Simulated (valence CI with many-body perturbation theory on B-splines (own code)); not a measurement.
# Level structure of Re⁵³⁺

Level of theory: relativistic CI+MBPT: four valence electrons over a frozen Dirac-Fock core [Ar], a basis of 7 s, 7 p, 8 d, 6 f, 4 g, 1 h functions for each j, with the one-electron correlation potential Σ1, the two-electron term Σ2, the three-electron term Σ3, Breit, model QED; selected CI, second order for the rest, scaled by the run's own slope (own B-spline code, finite nucleus).

No measured spectrum was set against this ion. As an estimate, large intervals hold to a few tenths of a per cent, small ones and those within an open d or f shell to about a per cent. Excitations out of the core, of the other parity, are not computed and may begin above about 245 eV (a cautious bound); beyond it only levels of the ground parity were kept, without lifetimes. Only levels of the ground parity were solved; by the run's estimate the other parity begins above the list, which can be wrong where configurations are misplaced.

Levels 1 to 34 of 34, with energies above the lowest level, (3d3/2^4) J=0. "Leading %" is the weight of the configuration and term that name the level; weights of strongly mixed levels are sums over their largest components and can fall short. In the jj column 3d3/2^4 stands for four electrons in 3d with j = 3/2.

```csv
No.,Configuration,Term,J,E (eV),Leading %,g,Leading jj
1,3d4,3P,0,0.00,60,,3d3/2^4 (99 %)
2,3d4,5D,1,68.74,56,1.489,3d3/2^3 3d5/2 (99 %)
3,3d4,3F,4,80.79,28,1.058,3d3/2^3 3d5/2 (99 %)
4,3d4,5D,2,84.16,32,1.191,3d3/2^3 3d5/2 (96 %)
5,3d4,3F,3,87.57,31,1.109,3d3/2^3 3d5/2 (97 %)
6,3d4,5D,0,146.29,67,,3d3/2^2 3d5/2^2 (99 %)
7,3d4,5D,2,146.73,54,1.284,3d3/2^2 3d5/2^2 (97 %)
8,3d4,3H,4,149.13,40,1.137,3d3/2^2 3d5/2^2 (99 %)
9,3d4,5D,3,151.23,49,1.177,3d3/2^2 3d5/2^2 (96 %)
10,3d4,3H,5,154.84,66,1.077,3d3/2^2 3d5/2^2 (100 %)
11,3d4,1I,6,157.69,54,1.065,3d3/2^2 3d5/2^2 (100 %)
12,3d4,3D,1,160.32,43,1.061,3d3/2^2 3d5/2^2 (97 %)
13,3d4,3F,3,163.31,45,1.058,3d3/2^2 3d5/2^2 (98 %)
14,3d4,3G,4,163.75,54,1.027,3d3/2^2 3d5/2^2 (99 %)
15,3d4,3F,2,165.78,33,1.074,3d3/2^2 3d5/2^2 (98 %)
16,3d4,3F,2,178.68,52,0.966,3d3/2^2 3d5/2^2 (98 %)
17,3d4,3F,4,184.14,65,1.176,3d3/2^2 3d5/2^2 (98 %)
18,3d4,1D,2,197.17,44,1.118,3d3/2^2 3d5/2^2 (96 %)
19,3d4,3P,0,213.65,54,,3d3/2^2 3d5/2^2 (88 %)
20,3d4,5D,4,226.97,40,1.164,3d3/2 3d5/2^3 (97 %)
21,3d4,3F,3,228.40,42,1.197,3d3/2 3d5/2^3 (98 %)
22,3d4,3D,1,233.68,48,1.010,3d3/2 3d5/2^3 (98 %)
23,3d4,3G,5,234.41,66,1.132,3d3/2 3d5/2^3 (100 %)
24,3d4,3H,6,234.93,54,1.078,3d3/2 3d5/2^3 (100 %)
25,3d4,3F,2,243.03,46,1.057,3d3/2 3d5/2^3 (97 %)
26,3d4,3D,3,245.02,37,1.085,3d3/2 3d5/2^3 (99 %)
27,3d4,1S,0,253.06,74,,3d3/2 3d5/2^3 (84 %)
28,3d4,3F,3,260.50,64,1.053,3d3/2 3d5/2^3 (100 %)
29,3d4,3P,1,261.03,88,1.394,3d3/2 3d5/2^3 (99 %)
30,3d4,1G,4,261.03,64,1.045,3d3/2 3d5/2^3 (98 %)
31,3d4,1D,2,265.25,60,1.107,3d3/2 3d5/2^3 (92 %)
32,3d4,3F,4,314.17,46,1.160,3d5/2^4 (98 %)
33,3d4,1D,2,324.72,32,1.108,3d5/2^4 (96 %)
34,3d4,3P,0,350.18,55,,3d5/2^4 (94 %)
```

The ionisation energy to 3d3 4F_3/2 of the next ion comes out as 5099.4 eV (NIST: 5099 ± 5 eV (theoretical)). All 34 levels together are meant to be complete up to 245.06 eV.
